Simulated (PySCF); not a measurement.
(1S)-1-bromo-1-chloroethane (C2H4BrCl), SMILES C[C@@H](Cl)Br.

Geometry optimised at B3LYP-D3(BJ)/def2-SVP.

The numbers are results of TDA-LC-ωPBE/def2-SVPD (PySCF), not measurements.

Vertical excitations. The molecule is in vacuum.

```
state  energy (eV)  λ (nm)      f                                                                   main pairs
-----  -----------  ------  -----  ---------------------------------------------------------------------------
S1            6.03     205  0.000                                                             HOMO−1→LUMO 81 %
S2            6.07     204  0.004                                                               HOMO→LUMO 78 %
S3            7.29     170  0.004     HOMO−2→LUMO 28 %, HOMO−3→LUMO 22 %, HOMO−2→LUMO+1 9 %, HOMO−3→LUMO+1 7 %
S4            7.41     167  0.034       HOMO−3→LUMO 24 %, HOMO−2→LUMO 16 %, HOMO→LUMO+1 8 %, HOMO−3→LUMO+1 8 %
S5            8.21     151  0.056        HOMO−2→LUMO 26 %, HOMO→LUMO+1 23 %, HOMO−3→LUMO 10 %, HOMO→LUMO+2 9 %
S6            8.33     149  0.004     HOMO−1→LUMO+1 28 %, HOMO−3→LUMO 19 %, HOMO−2→LUMO 7 %, HOMO−1→LUMO+4 6 %
S7            8.53     145  0.092     HOMO−1→LUMO+1 32 %, HOMO→LUMO+1 21 %, HOMO−2→LUMO+1 7 %, HOMO→LUMO+2 5 %
S8            8.56     145  0.051    HOMO→LUMO+1 23 %, HOMO→LUMO+2 17 %, HOMO−1→LUMO+1 17 %, HOMO−3→LUMO+1 7 %
S9            8.80     141  0.010                    HOMO−1→LUMO+2 35 %, HOMO−1→LUMO+4 22 %, HOMO−1→LUMO+9 6 %
S10           9.03     137  0.233     HOMO→LUMO+4 18 %, HOMO→LUMO+2 17 %, HOMO−2→LUMO+2 8 %, HOMO−3→LUMO+4 8 %
T1            5.24     237      0                                             HOMO−1→LUMO 57 %, HOMO→LUMO 25 %
T2            5.25     236      0                                             HOMO→LUMO 55 %, HOMO−1→LUMO 26 %
T3            6.33     196      0                                           HOMO−2→LUMO 47 %, HOMO−3→LUMO 10 %
T4            6.51     190      0  HOMO−3→LUMO 28 %, HOMO−3→LUMO+1 15 %, HOMO−3→LUMO+2 11 %, HOMO−3→LUMO+4 8 %
```
Triplets are in the Tamm–Dancoff approximation.
